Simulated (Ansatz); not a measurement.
Consider the redistribution: `S[SiH2][SeH]` + `[SiH3]O[SiH](Cl)Cl` → `Cl[SiH2][SeH]` + `[SiH3]O[SiH](S)Cl`.

Program: Ansatz. Geometries: PBE0-D4/def2-TZVP. ΔE: electronic, gas phase. CBS: MP2 limit from def2 TZ/QZ plus the TZ coupled-cluster correction, frozen cores. DFT in def2-TZVPP. For Se outer-core shells are correlated without core-valence functions, which leaves a few kJ/mol of doubt a bond. Scalar relativity is left out up to krypton. Each species was taken in one conformer, which may not be the lowest.

```
             level  ΔE (kJ/mol)
         r2SCAN-D4         10.0
           ωB97X-V          8.8
CCSD(T)/def2-TZVPP          9.6
      HF/CBS(def2)          9.4
```

(1) What does CCSD(T)/CBS give? (An estimate is asked.)

Largest T1 diagnostic among the species: 0.011.

Answers

(1) Computed: +9.1 kJ/mol. The listed levels differ from it by 0.9, -0.3, 0.5, 0.3 kJ/mol.
